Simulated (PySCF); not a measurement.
# Shapes and spin states of RuN(OH)2

Method: PySCF, PBE0, basis Ru def2-TZVP with ECP28, N def2-TZVP, O def2-TZVP, H def2-TZVP (scalar-relativistic core potentials, no spin–orbit coupling, density fitting).

Relaxations began from a few typed shapes and spin states; open shells are unrestricted. The search is not exhaustive: other isomers or separated fragments can lie lower, and high-lying points may rest on an excited occupation.

Which is the lowest minimum found?
A. quartet C2v: O–H 0.960 Å (×2), Ru–N 1.640 Å, Ru–O 1.893 Å (×2); H–O–Ru 119.3° (×2), N–Ru–O 111.8° (×2), O–Ru–O 136.5°
B. doublet Cs: O–H 0.961 Å (×2), Ru–N 1.566 Å, Ru–O 1.887 Å (×2); H–O–Ru 119.5°, H–O–Ru 121.2°, N–Ru–O 117.6°, N–Ru–O 122.8°, O–Ru–O 119.5°

B. The others lie at 91.8 (quartet C2v) kJ/mol above it.

For the lowest minimum: open d and f shells are described by one determinant, and the ground state may have another occupation or spin.
